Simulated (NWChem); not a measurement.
# Basis-set dependence for HClSi

```xyz
3

Si    -0.7507    -0.8137     0.0000
H      0.3276    -1.9106     0.0000
Cl     0.5989     0.7825     0.0000
```
Charge 0, spin multiplicity 1.

All runs are NWChem calculations. Structure: optimised with PBE0/def2-SVP, a minimum by its harmonic frequencies.

Hartree-Fock energies in Ha, correlation energies in mHa.

The correlated methods keep 10 core orbitals frozen. The Pople sets run with spherical d functions. The structure started from a generated list of species. Coupled-cluster values serve here as a point of comparison, not as the truth.

```csv
basis,functions,RHF,MP2,SCS-MP2,RI-MP2,CCSD,CCSD+T(CCSD),CCSD(T),CR-CCSD[T],CR-CCSD(T)
cc-pVDZ,41,-749.01117,-215.0,-215.1,-215.0,-246.6,-252.9,-252.6,-251.7,-251.5
6-311G**,58,-749.01565,-215.0,-216.5,not run,-245.5,-252.6,-252.3,-251.4,-251.1
cc-pVTZ,82,-749.04103,-288.5,-291.3,-288.5,-322.2,-335.8,-335.5,-333.0,-332.8
cc-pVQZ,148,-749.04835,-315.8,-321.3,-315.8,not run,not run,not run,not run,not run
```

From cc-pVTZ to cc-pVQZ the Hartree-Fock energy moves by -7.3 mHa and the MP2 correlation energy by -27.3 mHa, which is 9 % of its value in the larger set.
